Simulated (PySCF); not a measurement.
## BF3: calculation against experiment

**Experimental background.**

From Beach, A photoelectron spectroscopic study of bonding in inorganic and organometallic compounds, PhD thesis, LBL 1985, for the gas: B 1s binding energy of B2 202.85 eV; F 1s binding energy of F1/F3/F4 694.94 eV.

Besley, J. Chem. Theory Comput. 2021, 17, 3644 (DFT calculations of core-electron binding energies at the K-edge of heavier elements) lists, for the gas: B 1s binding energy of B2 202.83 eV.

How close the calculation comes is told at the end.

Compound: BF3.
Atom-mapped SMILES: `[F:1][B:2]([F:3])[F:4]`

Cartesian coordinates in Å at the PBE0-D3(BJ)/def2-TZVP level; atoms count from 1:
```xyz
4
BF3 angstrom
F     -1.084   -0.658    0.652
B      0.033   -0.069    0.300
F      1.183   -0.542    0.716
F      0.002    0.993   -0.468
```

Runs made with PySCF (gas phase, on this PBE0-D3(BJ)/def2-TZVP geometry; non-relativistic but for the core-level run):

| level | job | basis functions | wall time |
| --- | --- | --- | --- |
| delta-SCF UKS SCAN, pcX-3 on the ionised atom, pcseg-2 elsewhere, spin-free X2C | ΔSCF core ionisation, 2 holes | 174 | 3.7 s |

Hardware: an AMD EPYC 9R45 with one thread, no GPU, on a shared host.

Results beside the measurements:

**Core binding energies.** PySCF, delta-SCF UKS SCAN, pcX-3 on the ionised atom, pcseg-2 elsewhere, spin-free X2C.

```csv
level and atom,computed (eV),measured (eV),computed − measured (eV)
"B 1s, B2",202.24,202.85 and 202.83,-0.61
"F 1s, F1/F3/F4",694.66,694.94,-0.28
```

Sources, in the order of the opening: Beach, A photoelectron spectroscopic study of bonding in inorganic and organometallic compounds, PhD thesis, LBL 1985; Besley, J. Chem. Theory Comput. 2021, 17, 3644 (DFT calculations of core-electron binding energies at the K-edge of heavier elements). Against the first value of each row the mean signed difference is -0.45 eV and the largest in size -0.61 eV. The computed values are vertical, without vibrational structure; measured positions hang on the energy calibration. Atoms equivalent by their bonding share one computed value, that of the first of them.

No measured geometry was used, and the causes of the misses weren't examined.
